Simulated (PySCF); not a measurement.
Ionisation energy of Kr by level of theory

Kr [Kr] (1S) → Kr⁺ [Ar] 3d10 4s2 4p5 (2P), as a difference of total energies. All numbers are calculated (PySCF 2.14, no relativity, point nucleus, in dyall-av2z). Correlated levels: valence: [Ar] 3d10 frozen; virtual orbitals above 40 to 60 times the deepest correlated orbital energy dropped. The calculations carry no spin-orbit coupling.

```
           method  ionisation energy (eV)  plus first-order spin-orbit estimate  difference from reference of that sum (eV)
              UHF                  13.223                                13.033                                      -0.967
    MP2 (valence)                  14.029                                13.839                                      -0.161
SCS-MP2 (valence)                  13.947                                13.757                                      -0.243
   CCSD (valence)                  13.908                                13.718                                      -0.282
CCSD(T) (valence)                  13.929                                13.739                                      -0.261
```

Reference: 14.000 eV (measured; NIST Atomic Spectra Database, ionization energies).

A first-order spin-orbit estimate (lowest level to lowest level, LS coupling) adds -0.190 eV.

These non-relativistic numbers lack the scalar-relativistic shift.

Errors of the correlated levels include the incompleteness of this basis and the frozen core.
